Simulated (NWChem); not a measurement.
System: SiAsH4, doublet; SMILES [SiH3][AsH]

Results from NWChem. Spin-unrestricted. The geometry was optimised at PBE-D3(BJ)/def2-SVP, spin-unrestricted. No stability test was run on the SCF state. Level PBE/def2-SVP: energy and gradient on several grids; changes count from the extra-fine grid, which is no exact limit either.

Question: Which is the coarsest grid (xfine; coarse; medium; xcoarse; fine) from which on the energy stays within 500 μHa and each gradient component within 500 μHa/bohr of xfine?

Answer: medium.
```
grid     size of the energy change (μHa)  largest change of a gradient component (μHa/bohr)  time, medium = 1 (rough)
-------  -------------------------------  -------------------------------------------------  ------------------------
xcoarse                              300                                              10000                   about 1
coarse                               100                                                900                   about 1
medium                                20                                                200                   about 1
fine                                < 10                                               < 30                   about 1
xfine                               < 10                                               < 30                         2
```
